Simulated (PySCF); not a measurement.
## Ionisation energy of Co²⁺ by level of theory

Co²⁺ [Ar] 3d7 (4F) → Co³⁺ [Ar] 3d6 (5D), as a difference of total energies. All numbers are calculated (PySCF 2.14, scalar relativity by spin-free X2C-1e, in x2c-SVPall (5s3p3d1f, 36 functions)). Correlated levels: valence: [Ar] frozen. The calculations carry no spin-orbit coupling.

```
           method  ionisation energy (eV)  difference from reference (eV)
              UHF                  31.460                          -2.040
           M06-2X                  33.644                          +0.144
             TPSS                  34.443                          +0.943
    MP2 (valence)                  32.771                          -0.729
SCS-MP2 (valence)                  32.741                          -0.759
```

Reference: 33.5 ± 0.06 eV (semi-empirical (NIST evaluation); NIST Atomic Spectra Database, ionization energies).

The reference lies between the lowest fine-structure levels, while these numbers refer to the centres of the terms.

Errors of the correlated levels include the incompleteness of this basis and the frozen core.
